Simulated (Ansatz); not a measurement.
`[F][Ti]([F])([Cl])[Br]` + H–F → `[F][Ti]([F])([F])[Br]` + HCl at 298.15 K and 1 bar (ligand exchange at a Ti–Cl bond).

Program: Ansatz. Geometries: PBE0-D4/def2-TZVP. ΔE: electronic, gas phase. CBS: MP2 limit from def2 TZ/QZ plus the TZ coupled-cluster correction, frozen cores. This one scheme is used for every species. For Br, Ti outer-core shells are correlated without core-valence functions, which leaves a few kJ/mol of doubt a bond. Scalar relativity is left out up to krypton.

```
                 species  CCSD(T)/CBS energy (Eh)  H − E (kJ/mol)  S (J/(mol·K))
`[F][Ti]([F])([Cl])[Br]`              -4081.86855            39.4          362.2
                     H–F               -100.39570            33.5          173.6
 `[F][Ti]([F])([F])[Br]`              -3721.88725            41.0          341.3
                     HCl               -460.38127            26.6          186.8
```

H − E and S are ideal-gas, rigid-rotor, harmonic terms from PBE0-D4/def2-TZVP. 1 Eh = 2625.50 kJ/mol, R = 8.31446 J/(mol·K).

By hand: ΔE, ΔH, ΔS and ΔG.

ΔE = (-3721.88725) + (-460.38127) − (-4081.86855) − (-100.39570) = -0.00427 Eh = -11.2 kJ/mol. Δ(H − E) = 41.0 + 26.6 − 39.4 − 33.5 = -5.3, so ΔH = -16.5 kJ/mol. ΔS = 341.3 + 186.8 − 362.2 − 173.6 = -7.7 J/(mol·K). ΔG = -16.5 − 298.15 × (-7.7)/1000 = -14.2 kJ/mol.

By hand: the equilibrium constant, and the temperature at which ΔG would vanish if ΔH and ΔS stayed fixed.

log₁₀ K = −ΔG/(RT ln 10) = 2.5. ΔG = 0 at ΔH/ΔS = 2143 K, though so small a ΔS makes that figure unsure.

The number of gas molecules stays the same, so ΔS is small and ΔH decides. A doubt of 5 kJ/mol in ΔE shifts log₁₀ K by 0.9 here. These are equilibria of isolated gas molecules and say nothing of rates. Largest T1 diagnostic: 0.022 (customary marks: 0.02 for closed shells, 0.045 for open ones).
